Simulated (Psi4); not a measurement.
C4H10FNSi, singlet, at a GFN2-xTB geometry, atoms displaced at random by about 0.08 Å a coordinate; Psi4 with B3LYP/STO-3G, gradient.

Psi4 was given this input:
```
memory 2 GB

molecule mol {
0 1
  C     0.887050    1.250348    1.991035
  C     1.064283    1.062724    0.642260
  Si    0.271148   -0.290412   -0.328903
  N     1.560565   -1.394450   -0.705590
  F    -0.095760    0.493108   -1.804042
  C    -1.373762   -0.825927    0.285227
  C    -2.401004    0.088584    0.606563
  H     1.398383    1.975492    2.716029
  H     0.348380    0.546868    2.540299
  H     1.639577    2.030825    0.116925
  H     2.112022   -1.860466   -0.101323
  H     1.375987   -1.764378   -1.742796
  H    -1.746868   -1.720433   -0.439746
  H    -1.250633   -1.507295    1.115928
  H    -1.974510    0.787183    1.227680
  H    -3.312881   -0.483842    0.852933
  H    -2.659447    0.630787   -0.347320
symmetry c1
no_reorient
no_com
}

set basis sto-3g
set reference rks

gradient('b3lyp')
print_variables()
```

What the program printed (banner, timings and long lists left out):

```
gradient() will perform analytic gradient computation.

   => Loading Basis Set <=

    Name: STO-3G
    Role: ORBITAL
    Keyword: BASIS

         ---------------------------------------------------------
                                   SCF
               by Justin Turney, Rob Parrish, Andy Simmonett
                          and Daniel G. A. Smith
                              RKS Reference
         ---------------------------------------------------------

  ==> Geometry <==

    Molecular point group: c1
    Full point group: C1

    Geometry (in Angstrom), charge = 0, multiplicity = 1:

       Center              X                  Y                   Z               Mass
    ------------   -----------------  -----------------  -----------------  -----------------
         C            0.887050000000     1.250348000000     1.991035000000    12.000000000000
         C            1.064283000000     1.062724000000     0.642260000000    12.000000000000
         SI           0.271148000000    -0.290412000000    -0.328903000000    27.976926534650
         N            1.560565000000    -1.394450000000    -0.705590000000    14.003074004430
         F           -0.095760000000     0.493108000000    -1.804042000000    18.998403162730
         C           -1.373762000000    -0.825927000000     0.285227000000    12.000000000000
         C           -2.401004000000     0.088584000000     0.606563000000    12.000000000000
         H            1.398383000000     1.975492000000     2.716029000000     1.007825032230
         H            0.348380000000     0.546868000000     2.540299000000     1.007825032230
         H            1.639577000000     2.030825000000     0.116925000000     1.007825032230
         H            2.112022000000    -1.860466000000    -0.101323000000     1.007825032230
         H            1.375987000000    -1.764378000000    -1.742796000000     1.007825032230
         H           -1.746868000000    -1.720433000000    -0.439746000000     1.007825032230
         H           -1.250633000000    -1.507295000000     1.115928000000     1.007825032230
         H           -1.974510000000     0.787183000000     1.227680000000     1.007825032230
         H           -3.312881000000    -0.483842000000     0.852933000000     1.007825032230
         H           -2.659447000000     0.630787000000    -0.347320000000     1.007825032230

  Running in c1 symmetry.

  Rotational constants: A =      0.06903  B =      0.06445  C =      0.04600 [cm^-1]
[...]
  @DF-RKS Final Energy:  -595.02956281916158
    Total Energy =                       -595.0295628191615833
[...]

   => Exchange Functionals <=

    0.0800   Slater exchange
    0.7200         Becke 88

   => Exact (HF) Exchange <=

    0.2000               HF

   => Correlation Functionals <=

    0.1900   Vosko, Wilk & Nusair (VWN5_RPA)
    0.8100   Lee, Yang & Parr

   => LibXC Density Thresholds  <==

    XC_HYB_GGA_XC_B3LYP:  1.00E-15

   => Molecular Quadrature <=

    Radial Scheme          =       TREUTLER
    Pruning Scheme         =           NONE
    Nuclear Scheme         =       TREUTLER

    Blocking Scheme        =         OCTREE
    BS radius alpha        =              1
    Pruning alpha          =              1
    Radial Points          =             75
    Spherical Points       =            302
    Total Points           =         358570
    Total Blocks           =           2673
    Max Points             =            256
    Max Functions          =             45
    Weights Tolerance      =       1.00E-15

  -Total Gradient:
     Atom            X                  Y                   Z
    ------   -----------------  -----------------  -----------------
       1       -0.045783380768    -0.025995815212     0.028763791353
       2       -0.025242237197    -0.094233931226    -0.036508756017
       3       -0.022429785398    -0.045262500074     0.056932913576
       4        0.112500643050    -0.057590250624     0.138368672679
       5       -0.009188486835     0.023636614128    -0.026526591735
       6       -0.045712969866     0.169772196464     0.047190907096
       7        0.089683729327    -0.029772711480     0.079478385821
       8        0.013842477964     0.008805198073     0.033663660104
       9        0.029164178317     0.038154525404    -0.026776315670
      10        0.029474895639     0.068032464705    -0.022472501078
      11       -0.068687951214     0.066830312786    -0.065770804131
      12       -0.028362947019    -0.002519783079    -0.063897543433
      13       -0.013598586381    -0.055938534116    -0.018596522684
      14       -0.014015984668     0.000841149681    -0.026733875819
      15       -0.001953351369    -0.048425341883    -0.058866288422
      16       -0.001423279907    -0.016761683561    -0.020451206085
      17        0.001724416080     0.000219584746    -0.017776844501

  Variable Map:
  ----------------------------------------------------------------------------
[...]
  Array Variable Map:
  ----------------------------------------------------------------------------
[...]
[...]
```
